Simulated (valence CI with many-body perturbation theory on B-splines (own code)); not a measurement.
The numbers below are computed, except where a source is named.
## Tb XXV: magnetic and hyperfine properties of the levels

Method: configuration interaction combined with many-body perturbation theory (CI+MBPT): five valence electrons over a frozen Dirac-Fock core [Kr], a basis of 7 s, 7 p, 8 d, 6 f, 4 g, 1 h functions for each j, with the one-electron correlation potential Σ1, the two-electron term Σ2, the three-electron term Σ3, Breit, model QED; selected CI, second order for the rest (own B-spline code, finite nucleus).

No measured spectrum was set against this ion. As an estimate, terms of the open shell hold to 2 to 4 % of their energy, and close levels can change places. Core correlation moves these levels by up to 10000 cm⁻¹, and in measured spectra 5 to 20 % of such shifts remained as error; rates that hang on mixing are uncertain with them. Only levels of the ground parity were solved; by the run's estimate the other parity begins above the list, which can be wrong where configurations are misplaced.

A/g_I is the dipole constant over the nuclear g factor μ/I (μ in nuclear magnetons, uniformly magnetised nucleus), B/Q the quadrupole constant per barn. Both hold the static response of the core; the bare values leave it out. Large factors of s and p1/2 electrons are usually good to 5 to 10 %; those of open d and f shells near neutrality can be off by tens of per cent, and small factors of p3/2, d and f electrons come from cancelling terms and can be off by a factor of two or in sign, in half-filled shells by more. B is blank for J = 1/2, where it vanishes, and for nearly pure S terms. Energies count from the lowest level.

Levels are named by their leading jj configuration (3d3/2^4 stands for four electrons in 3d with j = 3/2), which in mixed levels can hold well under half, so a name can repeat and another be missing. Letters in brackets count levels of one name in rising energy.

```
                      Level  E (cm⁻¹)      g  A/g_I (MHz)  A/g_I bare  B/Q (MHz/b)  B/Q bare
      (4d3/2^4 4d5/2) J=5/2         0  1.626         1890        2830         4650      4420
(4d3/2^3 4d5/2^2) J=5/2 [a]     44926  1.212         3640        3860         6290      6000
(4d3/2^3 4d5/2^2) J=7/2 [a]     73046  1.145         5710        5820         9770      9350
(4d3/2^3 4d5/2^2) J=3/2 [a]     75763  1.259         6400        6690         7990      7650
   (4d3/2^3 4d5/2^2) J=11/2     78594  1.150         7000        7100         -150      -184
    (4d3/2^3 4d5/2^2) J=9/2     85926  1.156         6300        6420         8940      8540
(4d3/2^3 4d5/2^2) J=5/2 [b]     88504  1.130         6200        6280         1870      1810
    (4d3/2^3 4d5/2^2) J=1/2     93512  1.801        -3530       -2270                       
(4d3/2^3 4d5/2^2) J=7/2 [b]    105190  1.126         7330        7390        -7770     -7420
(4d3/2^2 4d5/2^3) J=5/2 [a]    116920  1.221         3860        4100          101      95.9
(4d3/2^2 4d5/2^3) J=7/2 [a]    128780  1.210         5060        5280        -2920     -2800
(4d3/2^3 4d5/2^2) J=3/2 [b]    129700  0.798        12600       12100        -7990     -7650
   (4d3/2^2 4d5/2^3) J=11/2    132680  1.062         7300        7250          456       445
(4d3/2^2 4d5/2^3) J=9/2 [a]    137970  1.148         6120        6230        -1710     -1650
(4d3/2^2 4d5/2^3) J=1/2 [a]    139980  0.673        16700       16000                       
(4d3/2^2 4d5/2^3) J=3/2 [a]    146010  1.197         5900        6090          763       722
   (4d3/2^2 4d5/2^3) J=13/2    146030  1.075         7650        7630        -8.17      1.16
(4d3/2^2 4d5/2^3) J=5/2 [b]    150730  1.013         8250        8110        -2100     -1990
(4d3/2^2 4d5/2^3) J=9/2 [b]    165290  1.109         6900        6940          784       752
(4d3/2^2 4d5/2^3) J=7/2 [b]    169200  0.990         9370        9200         -629      -601
(4d3/2^2 4d5/2^3) J=5/2 [c]    172060  1.036         8000        7910         2310      2200
(4d3/2^2 4d5/2^3) J=3/2 [b]    179520  0.806        12000       11500          844       828
(4d3/2^2 4d5/2^3) J=7/2 [c]    187620  1.061         8350        8300         1910      1830
(4d3/2^2 4d5/2^3) J=1/2 [b]    187670  1.865        -3990       -2620                       
  (4d3/2 4d5/2^4) J=5/2 [a]    195180  1.224         3490        3740        -5570     -5320
(4d3/2^2 4d5/2^3) J=9/2 [c]    204300  1.102         6990        7020         6590      6340
  (4d3/2 4d5/2^4) J=7/2 [a]    214290  1.195         5230        5420       -13100    -12600
     (4d3/2 4d5/2^4) J=11/2    221140  1.068         7470        7440         -280      -218
  (4d3/2 4d5/2^4) J=3/2 [a]    224590  0.891         8290        7950        -8570     -8200
  (4d3/2 4d5/2^4) J=5/2 [b]    236580  1.129         6170        6240         6630      6360
      (4d3/2 4d5/2^4) J=9/2    241040  1.111         6610        6650       -14600    -13900
(4d3/2^2 4d5/2^3) J=3/2 [c]    244760  1.216         5970        6190        -5580     -5360
(4d3/2^2 4d5/2^3) J=5/2 [d]    250190  1.108         6190        6230        -1410     -1330
  (4d3/2 4d5/2^4) J=7/2 [b]    256040  0.971         8760        8550        12800     12300
      (4d3/2 4d5/2^4) J=1/2    280770  0.987         -323        -460                       
            (4d5/2^5) J=5/2    312410  1.167         5200        5340       -12800    -12200
  (4d3/2 4d5/2^4) J=3/2 [b]    313800  0.882        12300       11900        12600     12000
```

Question: Take the isotope of mass number 159, with I = 3/2, μ = 2.009 μN, leaving out the quadrupole term. What is the hyperfine structure of (4d3/2^3 4d5/2^2) J=5/2 [a]?

Answer: From the table A = 4870 MHz. Shifts from the centre of gravity in MHz: F = 1: -25600, F = 2: -15800, F = 3: -1220, F = 4: 18300.
